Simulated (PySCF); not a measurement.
## Functional benchmark on one molecule

Molecule: `O=Cc1ccccn1`, C$_{6}$H$_{5}$NO.

Structure with atom numbers: `[O:1]=[CH:2][c:3]1[cH:4][cH:5][cH:6][cH:7][n:8]1` (H(Xn): hydrogen on atom n).

Geometry PBE0-D3(BJ)/def2-SVP throughout; GIAO in PySCF 2.14, gas phase, one conformer, non-relativistic; equivalent atoms averaged; basis pcSseg-1.

Reference values (estimated from measurements, as parent shift plus tabulated substituent increments; solution, not stated per compound (mostly CDCl3 or CCl4); Pretsch, Buehlmann, Badertscher, Structure Determination of Organic Compounds, 4th ed. (2009)): δ(C3) = 152.8 ppm, δ(C4) = 121.7 ppm, δ(C5) = 137.1 ppm, δ(C6) = 127.9 ppm, δ(C7) = 150.2 ppm, δ(H(C4)) = 7.98 ppm, δ(H(C5)) = 7.88 ppm, δ(H(C6)) = 7.56 ppm. Computed shifts are taken against TMS, calculated as an isolated molecule at each level.

Question: How do the functionals LDA, OPBE, KT3, B97-D, B3LYP, PBE0, mPW1PW91, WP04, BHandHLYP perform against the reference? Times are CPU seconds on shared hosts with different chips, so compare them loosely; the GGAs took longer than the global hybrids here, which isn't the general rule, and the cause wasn't traced.

Answer: 
| functional | kind | C3 | C4 | C5 | C6 | C7 | H(C4) | H(C5) | H(C6) | mean abs. error C | mean abs. error H | core-s |
| --- | --- | --- | --- | --- | --- | --- | --- | --- | --- | --- | --- | --- |
| LDA | LDA | 159.5 | 129.5 | 145.1 | 136.6 | 160.0 | 8.09 | 7.93 | 7.38 | 8.2 | 0.11 | 20 |
| OPBE | GGA | 146.5 | 119.6 | 133.5 | 125.1 | 147.6 | 8.08 | 7.90 | 7.32 | 3.5 | 0.12 | 27 |
| KT3 | GGA | 143.5 | 115.6 | 129.0 | 121.1 | 143.0 | 7.85 | 7.62 | 7.02 | 7.5 | 0.31 | 26 |
| B97-D | GGA | 149.7 | 121.0 | 135.0 | 126.4 | 149.3 | 7.94 | 7.70 | 7.13 | 1.7 | 0.22 | 29 |
| B3LYP | global hybrid | 157.9 | 127.5 | 142.3 | 133.3 | 156.2 | 8.10 | 7.81 | 7.26 | 5.5 | 0.16 | 14 |
| PBE0 | global hybrid | 156.7 | 127.1 | 142.1 | 132.8 | 155.7 | 8.22 | 7.96 | 7.40 | 4.9 | 0.16 | 24 |
| mPW1PW91 | global hybrid | 156.8 | 127.2 | 142.1 | 132.8 | 155.7 | 8.21 | 7.94 | 7.39 | 5.0 | 0.15 | 15 |
| WP04 | global hybrid | 158.0 | 128.4 | 141.6 | 132.2 | 155.6 | 8.00 | 7.61 | 7.11 | 5.2 | 0.25 | 15 |
| BHandHLYP | global hybrid | 160.2 | 129.5 | 145.0 | 134.7 | 157.8 | 8.30 | 7.95 | 7.38 | 7.5 | 0.19 | 14 |

For 13C the closest is B97-D (1.7 ppm) and the furthest LDA (8.2 ppm).

For 1H the closest is LDA (0.11 ppm, with OPBE practically level) and the furthest KT3 (0.31 ppm). One molecule is a small sample, and vibrational and solvent effects are absent from the calculation.
